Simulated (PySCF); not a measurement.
This script is equivalent to a calculation on Si³⁺ (silicon, charge +3).

```python
from pyscf import gto, scf, dft, mp, cc
import basis_set_exchange as bse
mol = gto.M(atom="Si 0 0 0", charge=3, spin=1, symmetry="D2h",
            basis=gto.basis.parse(bse.get_basis("cc-pVTZ-DK", elements=["Si"], fmt="nwchem", header=False)),
            nucmod="G")
mf = scf.UHF(mol).sfx2c1e()
mf.irrep_nelec = {'Ag': (3, 2), 'B1u': (1, 1), 'B2u': (1, 1), 'B3u': (1, 1)}
mf.kernel()
```

**Question.** What total energy does it give?

**Answer.** -287.42085 hartree (calculated).

**Question.** Which occupied shell lies highest, and where?

**Answer.** 3s α, at -44.756 eV.

**Question.** What is ⟨S²⟩, and what would a pure spin state give?

**Answer.** 0.750, against 0.75.
